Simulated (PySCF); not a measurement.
# From computed data to an observable: chemical shift, span and skew from a shielding tensor

C2H6OSi2, SMILES O[SiH2][SiH2]C#C. Atoms are numbered in the order given.

```xyz
11

C      0.5513     2.6120     0.3525
C      0.8341     1.4360     0.4760
Si     1.1190    -0.3905     0.5891
Si    -0.9219    -1.2097    -0.2112
O     -1.4044    -0.1244    -1.3883
H      0.3213     3.6604     0.2559
H      1.4321    -0.7553     1.9998
H      2.2773    -0.7429    -0.2801
H     -0.8181    -2.5516    -0.8438
H     -1.8901    -1.2932     0.9245
H     -1.1591     0.7925    -1.2120
```

Geometry: ωB97X-D3(BJ)/def2-SVP. This is a generated structure with no PubChem entry under its InChIKey; it may be hypothetical. The values are those of a single conformer.

GIAO shieldings from KT2/pcSseg-1 (PySCF), non-relativistic, no solvent. The symmetric part of the tensor of Si3 has the principal values 442.4, 455.5, 476.1 ppm. The same nucleus in TMS has σ = 361.9 ppm at this level (PySCF, at its B3LYP-D3(BJ)/def2-TZVP geometry).

**Question.** Work out the isotropic shielding, the ²⁹Si shift against TMS, the span and the skew.

**Answer.** 
σ(iso) = (σ11 + σ22 + σ33)/3 = 458.0 ppm. δ = σ(ref) − σ(iso) = 361.9 − (458.0) = -96.1 ppm.
Span Ω = σ33 − σ11 = 33.7 ppm. Skew κ = 3(σ(iso) − σ22)/Ω = 0.22. Tumbling in solution averages the tensor to δ; in a static solid the shielding alone would spread this spin-1/2 line over Ω.
